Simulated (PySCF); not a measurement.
Input file for PySCF: R-B3LYP/3-21G on C2H2 (SMILES C#C).

```python
from pyscf import gto, scf, dft, mp
from pyscf.data.elements import chemcore

mol = gto.M(
    atom='''
    C     0.73750248   -0.13074485   -0.66725467
    C    -0.43466452    0.09780457   -0.75002764
    H     1.77855594   -0.33368749   -0.59542961
    H    -1.47549234    0.30065028   -0.82532973
    ''',
    basis='3-21g',
    charge=0, spin=0, verbose=3, max_memory=1800)
mf = dft.RKS(mol, xc='b3lyp')
mf.conv_tol = 1e-8
mf.max_cycle = 100
mf.kernel()
if not mf.converged:
    mf = mf.newton().run(mf.mo_coeff, mf.mo_occ)
```

Task: Give the final energy of this run.

Result: -76.9071 hartree.
